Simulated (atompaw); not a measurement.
**How hard is this Pm (Z = 61) PAW (atompaw) potential?**

```
Element                 : promethium
Generator               : atompaw 4.2.0.5
Type                    : PAW
Functional              : PBEsol
Relativity              : scalar-relativistic
Frozen core             : [Kr] 4d10 4f4
Valence charge          : 11
Reference configuration : 5s2 5p6 5d1 6s2 6p0
Partial waves           : 5s (bound): rc 1.80 bohr; 6s (bound): rc 2.85 bohr; 5p (bound): rc 2.10 bohr; 6p (bound, empty): rc 2.85 bohr; 5d (bound): rc 2.85 bohr; 5d channel at 2.15 Ry: rc 2.75 bohr
Local potential         : bessel scheme, radius 2.55 bohr
Core correction         : smooth core density matched at 2.35 bohr
Augmentation charge     : sinc compensation charge, radius 2.20 bohr; PAW radius 2.85 bohr; waves and projectors: custom rrkj vanderbiltortho
```

The pseudo-atom Hamiltonian at the reference potential is diagonalised in spherical Bessel functions j_l(qr) that vanish at 20 bohr, with q² up to the cutoff. All-electron valence levels (Ry): 5s -3.3248, 6s -0.2908, 5p -1.8632, 6p -0.0972, 5d -0.2099.

How do the lowest levels (Ry) of each channel move with the cutoff, and are there ghosts?

```tsv
cutoff (Ry)	s #1	s #2	p #1	p #2	p #3	d #1	f #1	Σ f·Δε (mRy)
8	-3.2935	-0.2705	-1.8183	-0.0710	0.0551	-0.2021	0.0955	380.5
12	-3.3201	-0.2901	-1.8463	-0.0868	0.0494	-0.2096	0.0955	112.6
18	-3.3245	-0.2906	-1.8626	-0.0969	0.0462	-0.2098	0.0955	4.4
21	-3.3247	-0.2907	-1.8629	-0.0969	0.0462	-0.2099	0.0955	2.3
30	-3.3247	-0.2908	-1.8631	-0.0972	0.0462	-0.2099	0.0955	0.9
40	-3.3248	-0.2908	-1.8632	-0.0972	0.0462	-0.2099	0.0955	0.3
400	-3.3248	-0.2908	-1.8632	-0.0972	0.0462	-0.2099	0.0955	0.0
```

Result: no extra level below or beside the all-electron valence levels (s, p, d, f tested); 10 mRy is reached at 18 Ry and 1 mRy at 30 Ry.
